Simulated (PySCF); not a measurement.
C₂H₆N₂OSi, SMILES CN[SiH2]N=C=O. Geometry optimised at PBE-D3(BJ)/def2-SVP. This is a generated structure with no PubChem entry under its InChIKey; it may be hypothetical. One conformer was computed; it need not be the lowest.

Computed equilibrium geometry at PBE-D3(BJ)/def2-SVP (PySCF confirms it by a frequency run) as a Z-matrix (one conformer of several):
```
N
H 1 1.0233
C 1 1.4543 2 113.88
H 3 1.1098 1 109.64 2 -173.53
H 3 1.1113 4 106.82 1 -120.74
H 3 1.1155 4 107.01 5 -115.05
Si 1 1.7279 2 117.09 3 158.03
N 7 1.7472 1 115.28 2 -84.65
C 8 1.2090 7 173.91 1 -13.25
O 9 1.1842 1 153.21 2 -69.00
H 7 1.4975 1 107.37 2 34.19
H 7 1.4987 11 113.41 1 -119.76
```
